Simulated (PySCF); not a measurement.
## Xenon: a sound run and one with changed settings

Sound run: Xe⁺ [Kr] 4d10 5s2 5p5, Xe²⁺ [Kr] 4d10 5s2 5p4. All numbers are calculated (PySCF 2.14, a scalar-relativistic core potential, in cc-pVDZ-PP with ECP28MDF (4s3p2d, 23 functions)). The sound run starts from symmetry-adapted Hartree-Fock orbitals and uses a fine grid where one is needed.

Changed run: radial step 1.2 in ln r (0.13 in the sound run). This setting is unsound on purpose.

| species | method | sound run (hartree) | changed run (hartree) | converged |
| --- | --- | --- | --- | --- |
| Xe⁺ | UHF | -327.86494 | -327.86494 | yes |
| Xe⁺ | MN15 | -328.08942 | -326.82816 | yes |
| Xe⁺ | M06-2X | -328.83097 | -331.46236 | yes |
| Xe²⁺ | UHF | -327.12446 | -327.12446 | yes |
| Xe²⁺ | MN15 | -327.31938 | -325.98875 | yes |
| Xe²⁺ | M06-2X | -328.06219 | -330.58243 | yes |

Ionisation energy of Xe⁺:

```tsv
method	sound run (eV)	changed run (eV)
UHF	20.150	20.150
MN15	20.954	22.842
M06-2X	20.920	23.944
```

A coarse radial grid mis-integrates the density and the exchange-correlation energy, with errors of either sign; Hartree-Fock needs no grid.

For comparison, NIST gives 20.975 eV between the lowest levels.
